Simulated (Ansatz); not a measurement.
Energy difference R1 → 2 P1, each structure at its B3LYP-D3(BJ)/def2-TZVP stationary point, reached from a drawn start (curvature not checked).
R1: I2 (SMILES II), charge 0, multiplicity 1.
P1: I atom, charge 0, multiplicity 2.

P less R. No zero-point or thermal terms; singlets are restricted closed shells; open shells are unrestricted; no spin–orbit coupling.

Correlated levels freeze the cores. In cc and def2 sets filled d and f shells under p-block atoms count as core.

Programs: Ansatz (Gaussian orbitals). All values are computed, each at the level named. Elements past Kr take the def2 small-core potentials, without spin–orbit coupling.

Total energies in hartree:

| structure | PBE/def2-TZVPP | r2SCAN/def2-TZVPP | CCSD(T)/def2-QZVPP |
|---|---|---|---|
| R1 | -595.411927 | -595.663840 | -593.698551 |
| P1 | -297.665478 | -297.795080 | -296.813741 |

Q: Work out the reaction energy at each level in eV (1 hartree = 27.21139 eV), and say how far PBE/def2-TZVPP lies from CCSD(T)/def2-QZVPP.

A: 
- PBE/def2-TZVPP: 2 × (-297.665478) − (-595.411927) = 0.080971 hartree = 2.203 eV
- r2SCAN/def2-TZVPP: 2 × (-297.795080) − (-595.663840) = 0.073680 hartree = 2.005 eV
- CCSD(T)/def2-QZVPP: 2 × (-296.813741) − (-593.698551) = 0.071069 hartree = 1.934 eV
PBE/def2-TZVPP less CCSD(T)/def2-QZVPP: 0.269 eV. CCSD(T)/def2-QZVPP is the level counted from, the highest shown, and no exact or measured value.

Ansatz is a program for electronic structure.
